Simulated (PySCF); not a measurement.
A side-by-side comparison of computed properties.

First species: C4H4F3N.
Atom-mapped SMILES: `[CH2:1]=[CH:2]/[N:3]=[CH:4]\[C:5]([F:6])([F:7])[F:8]` (hydrogens: H9, H10 on C1; H11 on C2; H12 on C4)

Geometry (GFN2-xTB, Å), atoms numbered from 1 in this order:
```xyz
12
C4H4F3N angstrom
C     -2.3953    0.2707   -0.3800
C     -1.1370    0.1879    0.0444
N     -0.3703   -0.8819   -0.3614
C      0.8808   -0.9444   -0.2611
C      1.8095    0.1434    0.2670
F      1.6785    1.3024   -0.4036
F      1.5933    0.4294    1.5647
F      3.0937   -0.2218    0.1630
H     -2.7960   -0.4746   -1.0447
H     -3.0316    1.0899   -0.0975
H     -0.7152    0.9381    0.7080
H      1.3909   -1.8397   -0.5925
```

Second species: C₅H₇NOS.
SMILES: `CS/C=C/OCC#N`

Levels: PBE0/def2-SVPD for dipole moment, HOMO energy, LUMO energy, HOMO–LUMO gap, static isotropic polarisability and electronic spatial extent ⟨r²⟩ about the centre of nuclear charge; TDDFT PBE0/def2-SVPD for lowest singlet excitation; TDA PBE0/def2-SVPD for lowest triplet excitation (Tamm–Dancoff); GFN2-xTB for rotational constant A and rotational constant C. Geometries: GFN2-xTB. Each structure is a single optimised conformer of the isolated species, non-relativistic unless stated; the electronic structure was computed with PySCF and density fitting.

The conformers computed, where there is a choice (atom-mapped SMILES and torsion angles):
- `[CH2:1]=[CH:2]/[N:3]=[CH:4]\[C:5]([F:6])([F:7])[F:8]`: C1–C2–N3–C4 165°, N3–C4–C5–F6 -56°
- `[CH3:1][S:2]/[CH:3]=[CH:4]/[O:5][CH2:6][C:7]#[N:8]`: C1–S2–C3–C4 -150°, C3–C4–O5–C6 0°, C4–O5–C6–C7 176°

Q: Which has the higher rotational constant C?

A: The first: 1.173 GHz against 0.530 GHz, a difference of 0.643 GHz.

Q: Which of the two has the higher HOMO energy, and by how much?

A: The second: -6.24 eV against -7.73 eV, a difference of 1.49 eV.

Q: Which of the two has the higher T1 energy, and by how much?

A: The second: 3.79 eV against 2.97 eV, a difference of 0.82 eV.

Q: Which has the higher rotational constant A?

A: The second: 7.133 GHz against 4.539 GHz, a difference of 2.594 GHz.

Q: Which has the higher LUMO energy?

A: The second: -0.21 eV against -2.16 eV, a difference of 1.95 eV.

Q: Which has the higher ⟨r²⟩?

A: The second: 1961 bohr² against 996 bohr², a difference of 965 bohr².

Q: Which has the higher HOMO–LUMO gap?

A: The second: 6.03 eV against 5.57 eV, a difference of 0.46 eV.

Q: Which of the two has the higher S1 energy, and by how much?

A: The second: 4.97 eV against 4.03 eV, a difference of 0.94 eV.

On the first: The polarisability is 9.47 Å³ as a volume (1 au = 0.148185 Å³), or 1.03 au for each of the 62 electrons. The principal polarisabilities are 42.6, 52.1 and 97.1 au; their mean is the isotropic value.

On the second: S1 lies 1.06 eV below the HOMO–LUMO gap; its leading configuration is HOMO→LUMO, weight 0.64. The dipole equals about 14.7 × 10⁻³⁰ C·m (1 D = 3.33564 × 10⁻³⁰ C·m).
